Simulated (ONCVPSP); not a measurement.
Cd (Z = 48): variants of one ONCV potential

Base potential:

ONCVPSP 4.0.1 input, shortened (lines: element, Z, core and valence counts, functional; n l f; lmax; l rc ep ncon nbas qcut; lloc lpopt rc5 dvloc0; l nproj debl; icmod fcfact rcfact), PBE, scalar-relativistic:

```
  Cd 48.00    6    4        4      upf
    1    0    2.00
    2    0    2.00
    2    1    6.00
    3    0    2.00
    3    1    6.00
    3    2   10.00
    4    0    2.00
    4    1    6.00
    4    2   10.00
    5    0    1.50
    3
    0    1.45    0.00    5    9    6.40
    1    1.30    0.00    4    7    8.50
    2    1.30    0.00    3    8   13.20
    3    1.95    0.42    4    9    4.90
    2    5    1.30    0.00
    0    3    1.70
    1    2    3.80
    2    0    0.80
    3    2    3.60
    3    4.00    1.70
```

Cutoffs, loose and tight: the cutoffs (Ha) at which the residual kinetic energy of the hardest occupied pseudo-wave falls to 1 and 0.1 mHa per electron. They do not see the model core or the augmentation charge, which bear on the density cutoff. Test errors are all-electron minus pseudo excitation energies from the reference, over the configurations 4s2 4p6 4d10 5s2; 4s2 4p6 4d10 5s1; 4s2 4p6 4d10 5s0; 4s2 4p6 4d10 5s0 5p1. A dash means not determined; rows that change the core or the reference have their own tests.

A true bound ghost makes a file unfit for plane-wave use even where its test errors are small: the radial tests pick states by their node count and pass the ghost by.

| change | outcome | cutoff, loose | cutoff, tight | bound ghosts | GHOST(+) flags above zero | largest test error (meV) |
| --- | --- | --- | --- | --- | --- | --- |
| base | generated | 54 Ha | 106 Ha | s | s | -7.3 |
| d: nbas 7 | generated | 54 Ha | 106 Ha | s | s | -7.4 |
| core correction Teter function, fcfact 3.75, rcfact 1.6 | generated | 54 Ha | 106 Ha | s | s | -6.9 |
| d: qcut 12.3 | generated | 54 Ha | 106 Ha | s | s | -7.3 |
| f: rc 2.44 | generated | 54 Ha | 106 Ha | s | s, f | -7.3 |

Task: What comes out with this change to the base: functional LDA (Perdew-Wang 92)?

Result: outcome: generated; cutoff, loose: 53 Ha; cutoff, tight: 105 Ha; bound ghosts: s; GHOST(+) flags above zero: s; largest test error (meV): -6.9.

Task: What comes out with this change to the base: all radii but the core radius scaled by about 1.19 (s 1.72, p 1.54, d 1.54, f 2.32 bohr)?

Result: outcome: generated; cutoff, loose: 35 Ha; cutoff, tight: 41 Ha; bound ghosts: none; GHOST(+) flags above zero: s; largest test error (meV): -9.2.
